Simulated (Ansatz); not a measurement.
Relaxation of GeH₈O₃Si (13 atoms, charge 0, multiplicity 1), to a largest force component of 0.03 eV/Å in at most 50 steps.

Method: RKS PBE/def2-SVP in Ansatz.

```xyz
13
Properties=species:S:1:pos:R:3:forces:R:3
Ge -0.084 0.389 -0.036 -0.30 -0.45 -0.34
O 0.067 -0.777 2.691 0.04 0.55 0.02
H -0.830 -1.027 2.978 -0.06 0.00 0.01
H 0.896 -0.784 -0.172 0.03 -0.04 -0.01
O -0.052 1.133 -1.675 0.01 0.04 0.00
H -0.677 1.879 -1.734 0.01 -0.01 0.00
H -1.551 0.112 0.386 0.05 0.01 -0.01
O 0.505 1.614 1.127 0.25 0.39 0.49
Si 2.068 2.200 1.380 -0.08 -0.03 -0.01
H 3.096 1.180 0.966 0.01 0.01 -0.01
H 2.297 3.472 0.612 0.00 0.02 -0.01
H 2.212 2.487 2.849 0.00 0.00 -0.01
H 0.057 0.211 2.771 0.02 -0.49 -0.11
```

Where does it end, and by what steps?

The run converged. After 16 steps the energy has fallen by 0.108 eV; H11 moved furthest, 0.87 Å.

| step | energy less start (eV) | largest force component (eV/Å) | accepted |
| --- | --- | --- | --- |
| 0 | 0.0000 | 0.545 | yes |
| 1 | -0.0192 | 0.453 | yes |
| 2 | -0.0268 | 0.584 | yes |
| 3 | -0.0417 | 0.382 | yes |
| 4 | -0.0628 | 0.254 | yes |
| 5 | -0.0239 | 1.765 | no |
| 6 | -0.0804 | 0.111 | yes |
| 7 | -0.0890 | 0.246 | yes |
| 8 | -0.0932 | 0.236 | yes |
| 9 | -0.0961 | 0.375 | yes |
| 10 | -0.0994 | 0.127 | yes |
| 11 | -0.1047 | 0.068 | yes |
| 12 | -0.1076 | 0.035 | yes |
| 13 | -0.1077 | 0.081 | yes |
| 14 | -0.1081 | 0.063 | yes |
| 15 | -0.1083 | 0.030 | yes |
| 16 | -0.1084 | 0.016 | yes |

```xyz
13
Properties=species:S:1:pos:R:3
Ge -0.047 0.215 0.150
O -0.377 -0.996 2.558
H -1.195 -0.615 2.928
H 0.546 -1.177 -0.106
O 0.448 1.143 -1.325
H -0.038 1.985 -1.398
H -1.568 0.397 0.373
O 0.846 1.099 1.483
Si 2.014 2.295 1.230
H 3.176 1.804 0.411
H 1.427 3.518 0.572
H 2.503 2.680 2.598
H 0.270 -0.260 2.671
```

Whether the end is a true minimum wasn't checked by a vibrational analysis.

The run took 28 s on 4 threads of Arm Neoverse V1, with other jobs on the host, peak memory 0.16 GiB.
